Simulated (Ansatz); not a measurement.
Species: H$_{6}$BISi$_{2}$, SMILES `B(I)([SiH3])[SiH3]` (charge 0, multiplicity 1), formula H6BISi2.

### Question
How many basis functions does frozen-core CCSD(T)/def2-TZVPP // r2SCAN-D4/def2-TZVP run with Ansatz (a program for electronic structure) use, how many core orbitals are frozen, and how many electrons are correlated?

### Answer
249 basis functions and 15 frozen orbitals, which leaves 34 correlated electrons (filled d shells below the valence shell are correlated). Core time is of the order of minutes.
